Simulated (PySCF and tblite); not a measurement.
The numbers below are computed, except where a source is named.
C5H9FO, numbered as in [F:1][C@H:2]1[CH2:3][CH2:4][CH2:5][CH2:6][O:7]1.

Level: PBE0-D3(BJ)/def2-TZVP//PBE0-D3(BJ)/def2-SVP, thermal terms from GFN2-xTB, symmetry numbers and mirror pairs counted. Conformers within 4 kcal/mol (GFN2-xTB free energy) were kept, 7 at most. Of two unlike H on one atom, a is the less shielded (PBE0/pcSseg-1). Run with PySCF (density fitting) and tblite.

An NOE distance is ⟨r⁻⁶⟩^(−1/6) over all pairs of like atoms and, for the average, over conformers.

The 6-ring runs over atoms 2–3–4–5–6–7.

```csv
conformer,shape,weight %
1,6-ring chair (F1 axial),97.0
2,6-ring chair (all substituents equatorial),2.7
3,"6-ring twist-boat (ring torsions -61, 29, 32, -69, 35, 29°)",0.2
4,"6-ring twist-boat (ring torsions 26, 29, -60, 29, 31, -61°)",0.1
```

Not shown: 1 more, 0.1 % in all.

Which H–H contacts under 3.5 Å would NOEs report (pairs on one atom left out) at 298.15 K?


| pair | in 1 (Å) | in 2 (Å) | in 3 (Å) | in 4 (Å) | average (Å) |
| --- | --- | --- | --- | --- | --- |
| H2 ··· H3b | 2.45 | 2.49 | 2.39 | 2.49 | 2.45 |
| H5a ··· H6b | 2.46 | 2.47 | 2.38 | 2.51 | 2.46 |
| H5b ··· H6a | 2.47 | 2.46 | 2.35 | 2.48 | 2.47 |
| H3a ··· H4a | 2.47 | 2.51 | 2.56 | 2.37 | 2.48 |
| H4a ··· H5b | 2.48 | 2.48 | 2.38 | 2.35 | 2.48 |
| H3b ··· H4b | 2.49 | 2.48 | 2.54 | 2.35 | 2.49 |
| H4b ··· H5a | 2.49 | 2.47 | 2.35 | 2.38 | 2.49 |
| H2 ··· H3a | 2.53 | 3.06 | 3.03 | 2.49 | 2.54 |
| H5b ··· H6b | 2.54 | 3.07 | 2.71 | 3.06 | 2.55 |
| H3a ··· H4b | 2.56 | 3.08 | 3.07 | 2.72 | 2.57 |
| H4b ··· H5b | 2.56 | 3.07 | 3.04 | 3.04 | 2.57 |
| H3b ··· H5a | 2.64 | 4.33 | 4.29 | 3.81 | 2.66 |
| H4a ··· H6a | 2.65 | 4.32 | 3.79 | 4.27 | 2.66 |
| H3b ··· H4a | 3.07 | 2.56 | 2.51 | 3.04 | 3.04 |
| H5a ··· H6a | 3.07 | 2.54 | 3.05 | 2.49 | 3.04 |
| H4a ··· H5a | 3.07 | 2.56 | 2.70 | 2.71 | 3.05 |

Longer pairs under the limit may be missing.

In a model where alignment follows shape alone (order matrix 0.001 × (3G/tr G − 1)/2, G the second moments of the atom positions; splitting J + 2D), what are the one-bond C–H dipolar couplings D?

H2 -1.6 Hz (-1.8 in conformer 1), H3b 5.6 Hz (5.8 in conformer 1), H3a -2.3 Hz (-2.5 in conformer 1), H4b -0.6 Hz (-0.8 in conformer 1), H4a 5.8 Hz (6.0 in conformer 1), H5a 5.5 Hz (5.8 in conformer 1), H5b -2.2 Hz (-2.5 in conformer 1), H6b -1.6 Hz (-1.8 in conformer 1), H6a 5.5 Hz (5.7 in conformer 1).
